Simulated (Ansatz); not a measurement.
Two spin states of I₂+, each at its own minimum; 2S+1 = 2, 4 were tried, and our sources give no spin for the ground state. No spin–orbit coupling.

Each state is the lowest solution found for its spin in def2 and cc sets.

Correlated levels freeze the inner cores; with def2 sets outer-core shells near the valence are correlated too.

Codes used: Ansatz (Gaussian basis) for Hartree–Fock, density functionals and correlated methods. Each number belongs to the level named beside it. In def2 rows elements past Kr take small-core potentials, without spin–orbit coupling.

Question: One of these levels gives 29.28 kcal/mol for the energy of the multiplicity-4 state above the multiplicity-2 state. Which?
(A) PBE/def2-TZVPP
(B) wB97X-V/def2-TZVPP
(C) CCSD(T)/def2-TZVPP

Answer: C, CCSD(T)/def2-TZVPP. The others give 26.52 (PBE/def2-TZVPP), 33.62 (wB97X-V/def2-TZVPP)

Doubts at one or more of the structures used: other coupled-cluster roots lie near (CCSD(T)/def2-TZVPP).

Ansatz is a program for electronic structure.
